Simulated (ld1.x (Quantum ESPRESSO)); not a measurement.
## Which change was made? (P, ultrasoft)

phosphorus (P), ultrasoft, made with ld1.x (Quantum ESPRESSO) 7.5 (PBE, non-relativistic). Core [Ne], reference 3s2 3p1.5 (charge +1.5). Waves: 3s (bound): rcut 1.50, rcutus 1.70 bohr; 3s channel at -0.75 Ry: rcut 1.50, rcutus 1.70 bohr; 3p (bound): rcut 1.30, rcutus 1.75 bohr; 3p channel at 1.75 Ry: rcut 1.30, rcutus 1.75 bohr; 3d channel at 0.15 Ry: rcut 1.65, rcutus 1.85 bohr. Local part: all-electron potential smoothed inside 1.40 bohr (lloc = -1). Core correction: none. Augmentation charge: built from norm-conserving waves at rcut, not smoothed further.

Cutoffs, loose and tight: the cutoffs (Ry, on a coarse ladder) from which the occupation-weighted sum of valence levels, in a spherical-Bessel basis at the reference potential, stays within 10 and 1 mRy of its value at 400 Ry. They do not see the model core or the augmentation charge, which bear on the density cutoff. Test errors are all-electron minus pseudo excitation energies from the reference, over the configurations 3s2 3p3; 3s2 3p2; 3s2 3p1; 3s1 3p4; 3s2 3p2.5; 3s1 3p0; 3s2 3p0; variants that change the core or the reference have their own tests.

The base gives: outcome: generated; cutoff, loose: 12 Ry; cutoff, tight: 21 Ry; bound ghosts: none; largest test error (meV): +148.

Question: After one change the result is: outcome: generated; cutoff, loose: 10 Ry; cutoff, tight: 25 Ry; bound ghosts: none; largest test error (meV): +148. Which change was it?
A. waves 3p (bound): rcut 1.30, rcutus 1.44 bohr; 3p channel at 1.75 Ry: rcut 1.30, rcutus 1.44 bohr
B. local potential all-electron potential smoothed inside 0.80 bohr (lloc = -1)
C. type TM; waves now 3s (bound): rc 1.70 bohr; 3p (bound): rc 1.75 bohr; 3d channel at 0.15 Ry: rc 1.85 bohr; local potential all-electron potential smoothed inside 1.55 bohr (lloc = -1)

Answer: A. The others give: type TM; waves now 3s (bound): rc 1.70 bohr; 3p (bound): rc 1.75 bohr; 3d channel at 0.15 Ry: rc 1.85 bohr; local potential all-electron potential smoothed inside 1.55 bohr (lloc = -1) → outcome: generated; cutoff, loose: 21 Ry; cutoff, tight: 45 Ry; bound ghosts: none; largest test error (meV): +194 | local potential all-electron potential smoothed inside 0.80 bohr (lloc = -1) → outcome: generated; cutoff, loose: 12 Ry; cutoff, tight: 21 Ry; bound ghosts: s; largest test error (meV): test run stopped at test 1 of 7 (negative rho).
